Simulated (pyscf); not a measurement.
Single points on ωB97X-D3(BJ)/def2-SVP structures (PySCF, gas phase).

SMILES: S[O][MoH]([Cl])([Cl])([Cl])[Cl]
```xyz
9

S      0.3069    -2.1539    -1.5116
O      0.6224    -0.5543    -1.6601
Mo     0.2684     1.0387    -0.8408
Cl     0.0096     2.9602     0.3340
Cl     0.5153    -0.0797     1.1762
Cl    -1.9472     0.2814    -0.5945
Cl     1.7205     2.0543    -2.2364
H     -0.8101    -1.9828    -0.7573
H     -0.7690     1.7051    -1.9215
```
Charge 0, spin multiplicity 1.

**Question.** What is the homolytic dissociation enthalpy (298 K, ωB97M-D3(BJ)/def2-TZVP) of the Mo–O bond of `[SH][O][MoH]([Cl])([Cl])([Cl])[Cl]`, to •O–SH + [Cl–MoH(Cl)(Cl)–Cl]•?

**Answer.** Mo–O to •O–SH + [Cl–MoH(Cl)(Cl)–Cl]•: 7.1 kcal/mol. The 7 functionals that were run give +7.1 (ωB97M-D3(BJ)) to +18.8 kcal/mol (PBE). The radicals are drawn with the spin at the cut bond; how far it spreads was not checked. Open-shell species with a d-block atom are single-reference here; other states, and whether the spin sits on metal or ligand, were not checked. Elements past Kr carry the def2 core potentials, without spin-orbit coupling.
